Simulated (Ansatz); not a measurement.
Frontier orbitals of C₁₀H₁₁ClOTi (`[OH][Ti]12345678([Cl])([C@H]9[C@@H]1[C@@H]2[C@@H]3[C@H]94)[C@H]1[C@@H]5[C@@H]6[C@@H]7[C@H]18`).

```xyz
24

O     0.8023    1.8408   -0.9089
Ti    0.4636    0.1753   -0.1618
Cl    2.6725   -0.6156   -0.1483
C    -1.3608   -0.0019   -1.6702
C    -1.3507   -1.1850   -0.8996
C    -0.1652   -1.8811   -1.1863
C     0.5343   -1.1520   -2.1786
C    -0.2075   -0.0072   -2.4819
C     0.8477   -0.3006    2.1747
C     0.9733    1.0959    2.0012
C    -0.2832    1.5992    1.6224
C    -1.1734    0.5178    1.5137
C    -0.4693   -0.6614    1.8741
H     1.2329    2.4750   -0.3321
H    -2.1147    0.7706   -1.6452
H    -2.1111   -1.4890   -0.1981
H     0.1695   -2.7968   -0.7226
H     1.5026   -1.4046   -2.5772
H     0.1046    0.7922   -3.1336
H     1.6471   -0.9753    2.4321
H     1.8872    1.6594    2.1128
H    -0.5185    2.6252    1.3847
H    -2.2121    0.5812    1.2290
H    -0.8714   -1.6622    1.8998
```

Total charge 0; spin multiplicity 1. Correlated methods include outer-core shells of Ti, which these sets cover unevenly. Scalar relativity is left out up to krypton. All single points use the PBE0-D4/def2-TZVP geometry. It is one conformer, not always the lowest. Basis def2-TZVPP, the Gaussian-basis code of Ansatz.

| functional | HOMO (eV) | LUMO (eV) |
| --- | --- | --- |
| BLYP | -5.32 | -2.62 |

Q: Give HOMO and LUMO (eV) with LDA (SPW92), PBE, revPBE, r2SCAN, B97M-V, PBE0, B3LYP, r2SCANh, r2SCAN0, HSE06 (plane-wave form), BHLYP, CAM-B3LYP, LC-ωPBE, ωB97X-V, ωB97M-V, HF. (Best estimate.)

A: The calculation gave: 
| functional | HOMO | LUMO |
| --- | --- | --- |
| LDA (SPW92) | -5.68 | -3.00 |
| PBE | -5.49 | -2.74 |
| revPBE | -5.42 | -2.64 |
| r2SCAN | -5.69 | -2.66 |
| B97M-V | -5.74 | -2.63 |
| PBE0 | -6.53 | -1.74 |
| B3LYP | -6.32 | -1.99 |
| r2SCANh | -6.08 | -2.27 |
| r2SCAN0 | -6.67 | -1.68 |
| HSE06 (plane-wave form) | -6.15 | -2.12 |
| BHLYP | -7.39 | -0.57 |
| CAM-B3LYP | -7.74 | -0.65 |
| LC-ωPBE | -9.01 | 0.41 |
| ωB97X-V | -8.68 | 0.41 |
| ωB97M-V | -8.59 | 0.38 |
| HF | -8.57 | 2.19 |

B3LYP here is the variant with VWN-RPA as its local correlation; programs differ in this. LC-ωPBE has ω = 0.4 bohr⁻¹. Positive LUMOs are unbound and depend on the basis.
